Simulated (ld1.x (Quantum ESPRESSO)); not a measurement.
**Transferability test, RRKJ potential for selenium**

```json
{
 "Element": "selenium (Se)",
 "Generator": "ld1.x (Quantum ESPRESSO) 7.5",
 "Type": "norm-conserving RRKJ (Kleinman–Bylander form)",
 "Functional": "PBE",
 "Relativity": "scalar-relativistic",
 "Frozen core": "[Ar]",
 "Valence charge": "16",
 "Reference configuration": "3d10 4s1.75 4p4.25",
 "Partial waves": "4p (bound): rc 1.45 bohr; 3d (bound): rc 0.85 bohr; 4s (bound): rc 1.35 bohr",
 "Local potential": "the s channel",
 "Core correction": "none"
}
```

Energies are relative to the spin-unpolarised reference configuration 3d10 4s1.75 4p4.25; without spin polarisation the order of configurations can differ from experiment.

```json
{"valence configuration": "3d10 4s2 4p4", "charge": "0", "ΔE all-electron (eV)": "-2.701", "error AE − PS (meV)": "+0.2"}
{"valence configuration": "3d10 4s2 4p3", "charge": "+1", "ΔE all-electron (eV)": "8.144", "error AE − PS (meV)": "-2.3"}
{"valence configuration": "3d10 4s2 4p2", "charge": "+2", "ΔE all-electron (eV)": "28.493", "error AE − PS (meV)": "-6.1"}
{"valence configuration": "3d9 4s2 4p5", "charge": "0", "ΔE all-electron (eV)": "48.972", "error AE − PS (meV)": "-1128"}
{"valence configuration": "3d10 4s1 4p5", "charge": "0", "ΔE all-electron (eV)": "8.181", "error AE − PS (meV)": "-1.0"}
{"valence configuration": "3d10 4s2 4p4.3", "charge": "-0.3", "ΔE all-electron (eV)": "-4.293", "error AE − PS (meV)": "+0.5"}
```

Task: What are ΔE and the potential's error for 3d9 4s2 4p4?

Result: ΔE = 61.391 eV all-electron; the error (AE − PS) is -1063 meV.

Levels in the configuration 3d9 4s2 4p4:

```tsv
level	all-electron (eV)	pseudo (eV)
3d	-75.665	-77.774
4s	-29.613	-29.651
4p	-17.258	-17.168
```
